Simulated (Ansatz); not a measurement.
Molecule: sum formula GeOBr, net charge -1, singlet state. 
Geometry from a B3LYP-D3(BJ)/def2-TZVP (Ansatz, a first-principles code) optimisation:
```
Ge
O 1 1.6658
Br 1 2.7332 2 108.82
```
Charge -1, spin multiplicity 1.

Basis-set convergence of Hartree-Fock and MP2 correlation energies (hartree) with Ansatz. Correlated levels leave the core frozen unless marked. No spin-orbit coupling. The frozen core is the preceding noble-gas configuration, with the filled d and f shells of earlier blocks. No relativistic terms. This anion needs diffuse functions, which these sets lack.

```
basis    functions        E(HF)  E(corr, MP2)
-------  ---------  -----------  ------------
cc-pVDZ         68  -4722.66364      -0.39832
cc-pVTZ        116  -4722.84997      -0.51716
cc-pVQZ        191   (withheld)    (withheld)
```

Task: Complete the blanks.

Result: 
- cc-pVQZ, E(HF): -4722.86539
- cc-pVQZ, E(corr, MP2): -0.56427
